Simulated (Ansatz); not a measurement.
Ansatz (a program for electronic structure) input (B3LYP/3-21G): The .json file is the Basis Set Exchange's 3-21G.

Ansatz 0.2 input:
```yaml
crystal:
  periodic: [false, false, false]
  atoms:
    - {symbol: C, position_ang: [-1.47569600, -0.01860800, 0.05623400]}
    - {symbol: C, position_ang: [0.02456200, 0.00031000, -0.00093600]}
    - {symbol: F, position_ang: [0.57561300, -0.14119000, 1.22370700]}
    - {symbol: F, position_ang: [0.51042000, -0.99733900, -0.77039700]}
    - {symbol: F, position_ang: [0.49302700, 1.15844000, -0.51348400]}
    - {symbol: H, position_ang: [-1.80760300, -0.96697800, 0.47425900]}
    - {symbol: H, position_ang: [-1.82185600, 0.79956700, 0.68478500]}
    - {symbol: H, position_ang: [-1.87527900, 0.09799900, -0.94927600]}
basis:
  gaussian:
    orbitals: 3-21G.json
hamiltonian:
  xc: {name: B3LYP}
output: {forces: true}
```

Output:

```
Functional definition: B3LYP
integrals: 0.01 GiB planned
574 factors; integrals over basis functions are off by at most 9.8e-4 eV
mean field: 0.15 GiB planned
mean field evaluation 1: about -10214.1649 eV, gradient 4.7e1 eV
mean field evaluation 2: about -10212.6950 eV, gradient 5.6e1 eV
mean field evaluation 4: about -10217.9866 eV, gradient 1.5e0 eV
mean field evaluation 8: about -10218.0610 eV, gradient 5.5e-3 eV
mean field -10218.06104182 eV, -375.5068172365 hartree, gradient 2.2e-5 eV, S^2 0.000000; 0 other end points of the search recorded, 0 dependent functions left out
the calculation of the forces begins
reference -10218.06119172 eV, -375.5068227451 hartree; 21, 21 occupied and 30, 30 virtual orbitals, 574 factors
Total energy: -10218.06119172 eV, -375.5068227451 hartree
Atom 0 at    -1.475696    -0.018608     0.056234 Å, force     0.113376     0.001425    -0.004283 eV/Å
Atom 1 at     0.024562     0.000310    -0.000936 Å, force    -0.772576    -0.009740     0.029426 eV/Å
Atom 2 at     0.575613    -0.141190     1.223707 Å, force     0.324748    -0.147709     1.261426 eV/Å
Atom 3 at     0.510420    -0.997339    -0.770397 Å, force     0.257988    -1.023142    -0.777749 eV/Å
Atom 4 at     0.493027     1.158440    -0.513484 Å, force     0.240203     1.181229    -0.515045 eV/Å
Atom 5 at    -1.807603    -0.966978     0.474259 Å, force    -0.053110    -0.053197     0.024533 eV/Å
Atom 6 at    -1.821856     0.799567     0.684785 Å, force    -0.053903     0.045090     0.036247 eV/Å
Atom 7 at    -1.875279     0.097999    -0.949276 Å, force    -0.056726     0.006044    -0.054556 eV/Å
Dipole moment:    -0.450071    -0.005675     0.017149 e Å
```

The geometry given is a B3LYP-D3(BJ)/def2-TZVP minimum.
